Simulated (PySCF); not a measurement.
Compound: C₂H₈O₂Si₂.
Z-matrix (Å and degrees, GFN2-xTB geometry), rows numbered from 1:
```
C 
C   1  1.3213
O   2  1.3390  1  126.50
Si  3  1.6456  2  131.70  1     3.82
O   4  1.6229  3  103.08  2   177.23
Si  4  2.2962  3  113.75  2    64.08
H   1  1.0754  2  121.67  3    -0.16
H   1  1.0733  2  120.69  3   179.81
H   2  1.0849  1  121.80  3  -179.70
H   4  1.4724  3  106.17  2   -68.18
H   5  0.9546  4  121.33  3    40.29
H   6  1.4676  4  111.21  3  -154.53
H   6  1.4712  4  112.32  3   -35.84
H   6  1.4669  4  114.40  3    84.66
```

Mulliken charges (e) from the PBE0/pcSseg-1 density (PySCF), one withheld:

```tsv
atom	bonded to	charge
C1	C2 H7 H8	?
C2	C1 O3 H9	+0.1503
O3	C2 Si4	-0.5960
Si4	O3 O5 Si6 H10	+0.8553
O5	Si4 H11	-0.5501
Si6	Si4 H12 H13 H14	+0.1039
H7	C1	+0.1286
H8	C1	+0.1257
H9	C2	+0.1017
H10	Si4	-0.1203
H11	O5	+0.2492
H12	Si6	-0.0606
H13	Si6	-0.0531
H14	Si6	-0.0418
```

Problem. What is the charge on C1?

Solution. The charges add up to the total charge, 0. The others sum to +0.2928, which leaves -0.2928 e for C1 (terminal =CH2 carbon); the computed value is -0.2930, the difference coming from rounding.

Problem. Add each hydrogen's charge to the atom that carries it.

Solution. C1 -0.0387, C2 +0.2520, Si4 +0.7350, O5 -0.3009, Si6 -0.0516. Atoms without hydrogen keep their charges.

Problem. Across which bond do the charges differ most?

Solution. Si4–O3: +0.8553 on Si4 against -0.5960 on O3, a difference of 1.4513 e. The lower charge is on the more electronegative element of the two (Pauling values: O 3.44, Si 1.90).

Problem. Take the bonds between elements whose Pauling electronegativities differ by more than 0.25. In how many does the more electronegative atom carry the lower charge?

Solution. In 10 of 11; it doesn't in C2–H9.

Problem. How much positive and how much negative charge does this set hold in all?

Solution. +1.7147 e on 7 atoms and -1.7149 e on 7.

The Mulliken scheme gives each basis function's population to the atom it is centred on and halves the overlap population of two atoms between them. The structure is a single GFN2-xTB conformer in the gas phase; no vibrational or solvent corrections. GFN2-xTB frequencies show an imaginary mode (28i cm⁻¹), so this geometry is no minimum at that level.

These values come from a run that also computed NMR shieldings. Time: 16 s wall; peak memory 0.72 GiB. Hardware: one thread of an Arm Neoverse V1, no GPU, on a shared host.
